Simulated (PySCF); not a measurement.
C₂H₆MoO₂, SMILES [CH3][Mo]([CH3])(=[O])=[O], multiplicity 1. Coordinates come from a B3LYP-D3(BJ)/def2-SVP optimisation. The multiplicity is an assumed one; no other spin state was optimised. The structure was generated by enumeration; whether it is a known compound was not checked. The def2 effective core potentials stand for the cores of Mo; spin–orbit coupling is left out.

Method: B3LYP-D3(BJ)/def2-SVP (PySCF).

Harmonic wavenumbers (cm⁻¹): 91, 100, 152, 185, 208, 237, 336, 507, 552, 611, 615, 653, 661, 1026, 1044, 1184, 1196, 1385, 1393, 1400, 1405, 3006, 3008, 3106, 3108, 3126, 3126. Rotational constants (GHz): 3.576, 3.074, 2.859; symmetry number 2.

**Question.** Work out the zero-point energy and the ideal-gas rigid-rotor harmonic-oscillator thermochemistry at 298.15 K and 1 atm.

**Answer.** ZPE = ½ Σ hcν = ½ × 33422 cm⁻¹ = 47.78 kcal/mol. H − E(el) = 53.44 kcal/mol. Entropy in cal/(mol K): translation 41.08, rotation 25.35, vibration 20.21, total 86.64. G − E(el) = 27.61 kcal/mol. Cp = 28.57 cal/(mol K). Modes under 150 cm⁻¹ make the vibrational entropy uncertain.
